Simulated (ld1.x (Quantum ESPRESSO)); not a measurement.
## Transferability test, RRKJ potential for potassium (K)

| Property | Result |
| --- | --- |
| Element | K |
| Generator | ld1.x (Quantum ESPRESSO) 7.5 |
| Type | norm-conserving RRKJ (Kleinman–Bylander form) |
| Functional | BLYP |
| Relativity | scalar-relativistic |
| Frozen core | [Ar] |
| Valence charge | 1 |
| Reference configuration | 3d0 4s0.5 4p0 (charge +0.5) |
| Partial waves | 4p (bound, empty): rc 4.00 bohr; 3d (bound, empty): rc 4.20 bohr; 4s (bound): rc 3.05 bohr |
| Local potential | the s channel |
| Core correction | none |
| rho0 | 0.005 |

Energies are relative to the spin-unpolarised reference configuration 3d0 4s0.5 4p0; without spin polarisation the order of configurations can differ from experiment.

Question: Give the all-electron excitation energy and the error of the potential for: 3d0 4s1 4p0; 3d0 4s0 4p1; 3d1 4s0 4p0; 3d0.5 4s0.5 4p0.

Answer:

```
valence configuration  charge  ΔE all-electron (eV)  error AE − PS (meV)
          3d0 4s1 4p0       0                -1.636                  +28
          3d0 4s0 4p1       0                 0.013                  +58
          3d1 4s0 4p0       0                 0.902                 +218
      3d0.5 4s0.5 4p0       0                -0.402                  +39
```

ld1.x printed “convergence not achieved” for 2 of the counted tests; their residual had stalled under 1e-8, short of the target of 1e-14.
